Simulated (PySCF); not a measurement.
# Mayer bond orders and bond lengths

Species: C₅H₇ClO₂.
SMILES with atom numbers: `[O:1]=[C:2]1[CH2:3][C@@H:4]([Cl:5])[CH2:6][CH2:7][O:8]1` (hydrogens: H9, H10 on C3; H11 on C4; H12, H13 on C6; H14, H15 on C7)

Cartesian coordinates in Å at the GFN2-xTB level; atoms count from 1:
```xyz
15
C5H7ClO2 angstrom
O     -1.183    2.250    1.252
C     -0.602    1.449    0.578
C     -1.287    0.300   -0.147
C     -0.580   -1.037    0.075
Cl    -0.938   -2.122   -1.320
C      0.932   -0.852    0.224
C      1.348    0.501   -0.344
O      0.719    1.543    0.385
H     -2.329    0.257    0.170
H     -1.269    0.550   -1.212
H     -0.992   -1.549    0.947
H      1.473   -1.652   -0.279
H      1.194   -0.873    1.284
H      2.419    0.670   -0.226
H      1.091    0.572   -1.407
```

Bond orders from the PBE0/pcSseg-1 density (PySCF). Isolated species at its GFN2-xTB geometry (one conformer only).

Question: How far do the computed orders between heavy atoms stray from the drawn ones?

Answer: The largest departure is 0.140, at C7–O8 (drawn single, 0.860). Drawn single, order below 0.88: C7–O8 (0.860).

Question: Set the Mayer orders of the bonds beside their lengths.

Answer: 
| bond | drawn as | length (Å) | Mayer order |
| --- | --- | --- | --- |
| O1–C2 | double | 1.197 | 2.013 |
| C2–C3 | single | 1.521 | 1.002 |
| C3–C4 | single | 1.529 | 0.961 |
| C4–Cl5 | single | 1.804 | 0.999 |
| C4–C6 | single | 1.530 | 0.976 |
| C6–C7 | single | 1.525 | 1.056 |
| C7–O8 | single | 1.419 | 0.860 |
| O8–C2 | single | 1.339 | 1.074 |
| C3–H9 | single | 1.089 | 0.938 |
| C3–H10 | single | 1.094 | 0.911 |
| C4–H11 | single | 1.092 | 0.937 |
| C6–H12 | single | 1.089 | 0.938 |
| C6–H13 | single | 1.092 | 0.929 |
| C7–H14 | single | 1.091 | 0.954 |
| C7–H15 | single | 1.096 | 0.935 |

Bonds between the same two heavy elements. C–O: lowest C7–O8 (0.860, 1.419 Å), highest O1–C2 (2.013, 1.197 Å). C–C: lowest C3–C4 (0.961, 1.529 Å), highest C6–C7 (1.056, 1.525 Å); in 1 of the 6 pairs the longer bond (by over 0.003 Å) has the higher order (by 0.02 or more).

Question: Sum the orders of all bonds at each heavy atom with more than one neighbour and set the sums beside the valence in the SMILES.

Answer: C2 4.089 (drawn 4), C3 3.812 (drawn 4), C4 3.873 (drawn 4), C6 3.899 (drawn 4), C7 3.805 (drawn 4), O8 1.934 (drawn 2). Orders between atoms that aren't bonded are not in these sums.

For a closed shell the Mayer order of atoms A and B is Σ (PS)μν (PS)νμ over the basis functions μ on A and ν on B, with P the density and S the overlap matrix.
